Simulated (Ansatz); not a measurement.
`Cl[CH2][GeH3]` + H–F → `[F][GeH3]` + `CCl` at 600 K and 1 bar (ligand exchange at a Ge–C bond).

Gas-phase electronic energies from Ansatz, PBE0-D4/def2-TZVP geometries. CCSD(T)/CBS adds triple-zeta CCSD(T) − MP2 to the extrapolated MP2 energy (def2 sets, frozen cores). This one scheme is used for every species. For Ge outer-core shells are correlated without core-valence functions, which leaves a few kJ/mol of doubt a bond. Scalar relativity is left out up to krypton.

```
        species  CCSD(T)/CBS energy (Eh)  H − E (kJ/mol)  S (J/(mol·K))
`Cl[CH2][GeH3]`              -2576.93687           181.5          380.3
            H–F               -100.39570            42.3          194.0
    `[F][GeH3]`              -2177.72589            97.6          296.3
          `CCl`               -499.63220           125.0          268.9
```

H − E and S are ideal-gas, rigid-rotor, harmonic terms from PBE0-D4/def2-TZVP. 1 Eh = 2625.50 kJ/mol, R = 8.31446 J/(mol·K).

By hand: ΔE, ΔH, ΔS and ΔG.

ΔE = (-2177.72589) + (-499.63220) − (-2576.93687) − (-100.39570) = -0.02552 Eh = -67.0 kJ/mol. Δ(H − E) = 97.6 + 125.0 − 181.5 − 42.3 = -1.2, so ΔH = -68.2 kJ/mol. ΔS = 296.3 + 268.9 − 380.3 − 194.0 = -9.1 J/(mol·K). ΔG = -68.2 − 600 × (-9.1)/1000 = -62.7 kJ/mol.

By hand: the equilibrium constant, and the temperature at which ΔG would vanish if ΔH and ΔS stayed fixed.

log₁₀ K = −ΔG/(RT ln 10) = 5.5. ΔG = 0 at ΔH/ΔS = 7495 K, far beyond where these terms or the molecules hold.

The number of gas molecules stays the same, so ΔS is small and ΔH decides. A doubt of 5 kJ/mol in ΔE shifts log₁₀ K by 0.4 here. These are equilibria of isolated gas molecules and say nothing of rates. Largest T1 diagnostic: 0.012 (customary marks: 0.02 for closed shells, 0.045 for open ones).
